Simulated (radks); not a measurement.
The numbers below are computed, except where a source is named.
Pb70+, configuration [Ne] 3s2.

Code: a radial shooting solver on a logarithmic mesh with Libxc functionals. Model: scalar-relativistic Kohn-Sham, LB94 model potential, spin-polarised, spherical densities, finite nucleus; Fermi nuclear charge, rms radius 5.5012 fm.

Energy parts (eV):
part                  energy
kinetic            466357.94
electron-nucleus  -887699.47
Hartree             29223.46
(The LB94 potential has no energy functional, so no total or exchange-correlation energy is given.)

Orbitals (lengths in bohr, moments of r in powers of bohr; r(90%) holds 90 % of the orbital's charge):
1s: occ. 2; eigenvalue (eV) -94831.67; <1/r> 101.4; r(90%) 0.0294; <r^2> 0.0003559
2s: occ. 2; eigenvalue (eV) -21983.95; <1/r> 24.11; r(90%) 0.103; <r^2> 0.005266
2p: occ. 6; eigenvalue (eV) -19784.33; <1/r> 21.20; r(90%) 0.0982; <r^2> 0.004443
3s: occ. 2; eigenvalue (eV) -9041.441; <1/r> 9.792; r(90%) 0.233; <r^2> 0.02935

The highest occupied level is 3s at -9041.4 eV. The electron density at the nucleus is 2.961e+06 e/bohr^3 (large components only). Summed over all electrons, <r^2> = 0.09660 bohr^2, which gives a Langevin (diamagnetic) susceptibility term of -0.0765 x 10^-6 cm^3/mol.
